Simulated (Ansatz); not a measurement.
Program: Ansatz. Geometries: PBE0-D4/def2-TZVP. ΔE: electronic, gas phase. CCSD(T)/CBS is the MP2 limit (def2-TZVPP, def2-QZVPP) plus CCSD(T) − MP2 in def2-TZVPP, frozen cores. This one scheme is used for every species. Functionals use def2-TZVPP. HSE06 is defined as in plane-wave codes. For Ga outer-core shells are correlated without core-valence functions, which leaves a few kJ/mol of doubt a bond. Scalar relativity is left out up to krypton. One conformer a species, not always the lowest.

Consider the ligand exchange at a Ga–N bond: `[NH2][Ga]([NH2])[Cl]` + `O[SiH3]` → `[NH2][Ga]([Cl])[O][SiH3]` + NH₃.

`[NH2][Ga]([NH2])[Cl]`:

```xyz
8

N    -0.560    1.433   -0.595
Ga    0.452    0.078    0.044
N    -0.153   -1.556    0.526
Cl    2.556    0.441    0.246
H    -0.117    2.223   -1.033
H    -1.487    1.279   -0.953
H    -1.128   -1.730    0.701
H     0.438   -2.168    1.064
```

`O[SiH3]`:

Z-matrix (Å, degrees):
```
Si
O 1 1.648
H 1 1.489 2 111.7
H 1 1.489 2 111.7 3 120.9
H 1 1.481 2 105.9 3 -119.6
H 2 0.957 1 117.9 3 -60.5
```

`[NH2][Ga]([Cl])[O][SiH3]`:

Cartesian coordinates in Å:
```
N -1.383 -1.448 -1.670
Ga -0.168 -0.953 -0.449
Cl 1.182 -2.355 0.418
O -0.112 0.719 0.120
Si 0.747 1.580 1.214
H -1.930 -0.774 -2.178
H -1.359 -2.350 -2.112
H 0.268 2.985 1.171
H 0.556 1.044 2.589
H 2.201 1.553 0.897
```

NH₃:

Cartesian coordinates in Å:
```
N 0.184 -0.144 -0.157
H 0.602 0.185 0.705
H -0.170 0.669 -0.645
H -0.616 -0.710 0.097
```

Is it downhill or uphill in electronic energy at CCSD(T)/CBS, and by how much? (Best estimate.)

The calculation gave: Downhill: ΔE = -35.9 kJ/mol.

What do these levels give: HSE06-D4, r2SCAN, LC-ωPBE, SCS-MP2/def2-TZVPP, CCSD(T)/def2-TZVPP, MP2/CBS(def2)? (Estimate.)

Computed: HSE06-D4 -35.6, r2SCAN -37.4, LC-ωPBE -31.8, SCS-MP2/def2-TZVPP -41.4, CCSD(T)/def2-TZVPP -40.6, MP2/CBS(def2) -34.9 kJ/mol.

Largest T1 diagnostic among the species: 0.012.

In def2-TZVPP, CCSD(T) changes the Hartree–Fock value by +3.1 kJ/mol (the triples alone add −0.3 kJ/mol) and MP2 by +4.1 kJ/mol. From BLYP to BHLYP (50 % exact exchange), in def2-TZVPP and without D4, ΔE moves by −3.1 kJ/mol.
